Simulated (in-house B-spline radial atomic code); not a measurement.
Relativistic effects in Co³⁺, [Ar] 3d6: non-relativistic Hartree-Fock (point nucleus) against Dirac-Hartree-Fock (Fermi nucleus of rms radius 3.7875 fm), both averages of the configuration, computed with a radial B-spline atomic code at the basis-set limit.

```tsv
orbital	ε NR (Eh)	ε Dirac (Eh)	<r> NR (bohr)	<r> Dirac (bohr)	change of <r> (%)
1s1/2	-284.53	-287.38	0.05688	0.05616	-1.3
2s1/2	-36.343	?	0.2573	?	?
2p1/2	-31.596	-32.086	0.2257	0.2224	-1.5
2p3/2	-31.596	-31.533	0.2257	0.2254	-0.1
3s1/2	-5.9409	-6.0422	0.7763	0.7678	-1.1
3p1/2	-4.4129	?	0.81	?	?
3p3/2	-4.4129	-4.4111	0.81	0.8093	-0.1
3d3/2	-2.065	-2.0569	0.9253	0.9267	+0.1
3d5/2	-2.065	-2.0487	0.9253	0.9304	+0.6
```

(1) What happens to 2s1/2?

(2) What happens to 3p1/2?

(3) What explains the pattern of contraction and expansion?

(4) By how much does the total energy change?

Results:

(1) Its energy goes to -36.952 hartree and <r> to 0.2539 bohr (-1.33 %).

(2) Its energy goes to -4.4851 hartree and <r> to 0.8008 bohr (-1.13 %).

(3) Expansion is seen in 3d3/2, 3d5/2. The s and p1/2 orbitals contract directly, screen the nucleus better, and so push out orbitals that have little density near the nucleus; spin-orbit coupling adds to this for j = l + 1/2 and opposes it for j = l - 1/2.

(4) By -10.692 hartree, from -1379.265 to -1389.957.
